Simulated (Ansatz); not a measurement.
Ansatz (a first-principles code) input file for CH₁₀FNSi₃, SMILES [SiH3][C@@H](N)[Si@H]([SiH3])F, CAM-B3LYP/def2-SVPD. Coordinates come from a B3LYP-D3(BJ)/def2-SVP optimisation. The structure was generated by enumeration; whether it is a known compound was not checked. One conformer was computed; it need not be the lowest.

Ansatz 0.2 input:
```yaml
crystal:
  periodic: [false, false, false]
  atoms:
    - {symbol: N, position_ang: [0.37172106, -1.83830445, 0.15508994]}
    - {symbol: C, position_ang: [0.84340634, -0.50275815, -0.28897983]}
    - {symbol: Si, position_ang: [2.63169825, -0.08161086, 0.18338887]}
    - {symbol: Si, position_ang: [-0.55268341, 0.58419404, 0.37222839]}
    - {symbol: F, position_ang: [-0.34260764, 2.14551691, -0.08611264]}
    - {symbol: Si, position_ang: [-2.54986987, -0.31767145, -0.46708039]}
    - {symbol: H, position_ang: [0.63621980, -2.02469360, 1.12248744]}
    - {symbol: H, position_ang: [0.75448464, -2.59365840, -0.41206043]}
    - {symbol: H, position_ang: [0.75663294, -0.45454453, -1.38889408]}
    - {symbol: H, position_ang: [3.01551101, 1.28904223, -0.26237304]}
    - {symbol: H, position_ang: [2.75833725, -0.17267911, 1.66907315]}
    - {symbol: H, position_ang: [3.56425308, -1.08151807, -0.42163082]}
    - {symbol: H, position_ang: [-0.50897100, 0.56648746, 1.86535540]}
    - {symbol: H, position_ang: [-2.28128679, -0.92683249, -1.80390776]}
    - {symbol: H, position_ang: [-3.09360301, -1.35908221, 0.45119537]}
    - {symbol: H, position_ang: [-3.58862408, 0.74374210, -0.63549820]}
basis:
  gaussian:
    orbitals: def2-SVPD
hamiltonian:
  xc: {name: CAM-B3LYP}
```

Output:

```
WARN ansatz: RAYON_NUM_THREADS=2 ignored (pool sized by the plan → 2); use --threads N
Functional definition: CAM-B3LYP
integrals: 0.25 GiB planned
1880 factors; their error is unknown
integrals: 0.27 GiB planned
853 factors; integrals over basis functions are off by at most 2.0e-5 eV
mean field: 2.41 GiB planned
mean field evaluation 1: about -29022.9312 eV, gradient 5.2e1 eV
mean field evaluation 2: about -29020.7881 eV, gradient 6.3e1 eV
mean field evaluation 4: about -29028.1548 eV, gradient 2.2e0 eV
mean field evaluation 8: about -29028.1631 eV, gradient 4.8e-2 eV
mean field evaluation 16: about -29028.2967 eV, gradient 2.1e-5 eV
mean field -29028.29671365 eV, -1066.7702281406 hartree, gradient 2.1e-5 eV, S^2 0.000000; 0 other end points of the search recorded, 0 dependent functions left out
reference -29028.29688911 eV, -1066.7702345885 hartree; 37, 37 occupied and 178, 178 virtual orbitals, 1880 factors
Total energy: -29028.29688911 eV, -1066.7702345885 hartree
```

Self-consistency was reached.
